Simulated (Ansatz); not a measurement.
`C=NB(F)Cl` + `C[CH2][SnH2][SiH3]` → `C=NB(C)F` + `[SiH3][SnH2][CH2]Cl`  (redistribution)

Program: Ansatz. Geometries: PBE0-D4/def2-TZVP. ΔE: electronic, gas phase. CCSD(T)/CBS is the MP2 limit (def2-TZVPP, def2-QZVPP) plus CCSD(T) − MP2 in def2-TZVPP, frozen cores. Functionals use def2-TZVPP. B3LYP here is the variant with VWN-RPA as its local correlation; programs differ in this. Elements past krypton have def2 core potentials. For Sn outer-core shells are correlated without core-valence functions, which leaves a few kJ/mol of doubt a bond. Each species was taken in one conformer, which may not be the lowest.

`C=NB(F)Cl`:

Cartesian coordinates in Å:
```
C -0.792 0.894 0.569
N 0.171 0.148 0.322
B 0.743 -0.878 -0.411
F 0.730 -2.125 0.038
Cl 1.617 -0.528 -1.899
H -0.719 1.666 1.341
H -1.750 0.823 0.039
```

`C[CH2][SnH2][SiH3]`:

Z-matrix (Å, degrees):
```
C
C 1 1.521
H 1 1.093 2 111.7
H 1 1.093 2 111.8 3 -120.1
H 1 1.094 2 111.4 3 119.9
Sn 2 2.156 1 113.1 3 59.6
H 2 1.093 1 111.2 3 -179.7
H 2 1.093 1 111.2 3 -60.8
Si 6 2.565 2 110.5 1 58.7
H 6 1.713 2 110.0 1 -179.3
H 6 1.715 2 108.5 1 -61.7
H 9 1.488 6 110.3 2 61.4
H 9 1.488 6 110.4 2 -58.0
H 9 1.487 6 111.2 2 -178.3
```

`C=NB(C)F`:

Cartesian coordinates in Å:
```
C -1.604 -0.980 -0.908
N -0.575 -0.781 -0.245
B 0.684 -0.311 0.092
C 0.920 1.079 0.774
F 1.732 -1.126 -0.120
H -1.719 -0.626 -1.940
H -2.454 -1.528 -0.487
H 1.405 0.945 1.746
H 1.607 1.676 0.165
H 0.004 1.652 0.922
```

`[SiH3][SnH2][CH2]Cl`:

```xyz
11

Si    1.888    0.441   -0.469
Sn   -0.597    0.841   -0.006
C    -1.472   -1.045    0.598
Cl   -0.941   -2.347   -0.498
H     2.480   -0.330    0.657
H     2.599    1.742   -0.585
H     2.061   -0.321   -1.731
H    -1.443    1.375   -1.392
H    -0.860    1.968    1.258
H    -1.157   -1.315    1.605
H    -2.559   -1.008    0.564
```

**Question.** Is it downhill or uphill in electronic energy at CCSD(T)/CBS, and by how much? (Estimate.)

**Answer.** Ansatz gave: Uphill: ΔE = +92.8 kJ/mol.

**Question.** What do these levels give: PBE0-D4, B3LYP-D4, ωB97X-V, ωB97M-V, r2SCAN, MP2/def2-TZVPP, SCS-MP2/def2-TZVPP, HF/def2-QZVPP, MP2/def2-QZVPP, SCS-MP2/def2-QZVPP, HF/CBS(def2), CCSD/CBS(def2)? (Best estimate.)

**Answer.** Ansatz gave: PBE0-D4 93.1, B3LYP-D4 90.1, ωB97X-V 91.2, ωB97M-V 91.3, r2SCAN 93.7, MP2/def2-TZVPP 100.5, SCS-MP2/def2-TZVPP 97.6, HF/def2-QZVPP 94.7, MP2/def2-QZVPP 98.4, SCS-MP2/def2-QZVPP 95.8, HF/CBS(def2) 94.7, CCSD/CBS(def2) 92.6 kJ/mol.

Largest T1 diagnostic among the species: 0.013.
